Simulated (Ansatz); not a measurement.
Relaxation of AlFH6N2O (11 atoms, charge 0, multiplicity 1), to a largest force component of 0.03 eV/Å in at most 50 steps.

Theory: RKS r2SCAN-D4/def2-SVP (Ansatz).

```xyz
11
Properties=species:S:1:pos:R:3
Al -0.070 -0.399 -0.151
O 1.732 -0.254 -0.313
N -0.958 0.081 -1.595
N -0.812 -1.117 1.286
H 1.577 1.925 0.258
F 0.906 2.403 0.654
H 2.267 -0.607 0.403
H -1.957 -0.022 -1.734
H -0.555 0.583 -2.379
H -0.323 -1.506 2.085
H -1.807 -1.087 1.485
```

**Question.** Where does it end, and by what steps?

**Answer.** It converged. The force dipped under the threshold on the way, but the program's further checks kept it going. After 32 steps the energy has fallen by 1.469 eV; H5 moved furthest, 1.55 Å. Parted: H5–F6 (0.91 → 2.55 Å). Joined: Al1–F6 (3.07 → 1.69 Å), O2–H5 (2.26 → 0.97 Å).

```json
{"step": "0", "energy less start (eV)": "0.0000", "largest force component (eV/Å)": "1.770", "accepted": "yes"}
{"step": "2", "energy less start (eV)": "-0.3168", "largest force component (eV/Å)": "1.086", "accepted": "yes"}
{"step": "4", "energy less start (eV)": "-0.4224", "largest force component (eV/Å)": "0.434", "accepted": "yes"}
{"step": "6", "energy less start (eV)": "-0.5947", "largest force component (eV/Å)": "0.602", "accepted": "yes"}
{"step": "8", "energy less start (eV)": "-0.7491", "largest force component (eV/Å)": "0.500", "accepted": "yes"}
{"step": "10", "energy less start (eV)": "-1.0057", "largest force component (eV/Å)": "3.094", "accepted": "yes"}
{"step": "12", "energy less start (eV)": "-1.3528", "largest force component (eV/Å)": "0.442", "accepted": "yes"}
{"step": "14", "energy less start (eV)": "-1.4107", "largest force component (eV/Å)": "0.259", "accepted": "yes"}
{"step": "16", "energy less start (eV)": "-1.4310", "largest force component (eV/Å)": "0.475", "accepted": "yes"}
{"step": "18", "energy less start (eV)": "-1.4522", "largest force component (eV/Å)": "0.136", "accepted": "yes"}
{"step": "20", "energy less start (eV)": "-1.4613", "largest force component (eV/Å)": "0.071", "accepted": "yes"}
{"step": "22", "energy less start (eV)": "-1.4628", "largest force component (eV/Å)": "0.039", "accepted": "yes"}
{"step": "24", "energy less start (eV)": "-1.4651", "largest force component (eV/Å)": "0.194", "accepted": "yes"}
{"step": "26", "energy less start (eV)": "-1.4671", "largest force component (eV/Å)": "0.047", "accepted": "yes"}
{"step": "28", "energy less start (eV)": "-1.4681", "largest force component (eV/Å)": "0.023", "accepted": "yes"}
{"step": "30", "energy less start (eV)": "-1.4688", "largest force component (eV/Å)": "0.020", "accepted": "yes"}
{"step": "32", "energy less start (eV)": "-1.4691", "largest force component (eV/Å)": "0.025", "accepted": "yes"}
```

```xyz
11
Properties=species:S:1:pos:R:3
Al -0.166 0.470 -0.054
O 1.739 -0.134 -0.118
N -1.023 0.334 -1.603
N -0.350 -0.840 1.228
H 2.294 0.551 0.289
F 0.210 1.986 0.584
H 1.426 -0.732 0.633
H -1.743 -0.351 -1.805
H -0.953 0.985 -2.378
H -0.573 -0.566 2.184
H -0.861 -1.702 1.041
```

Time of the run: 110 s on 4 threads of Arm Neoverse N1, on a shared host, peak memory 0.2 GiB.
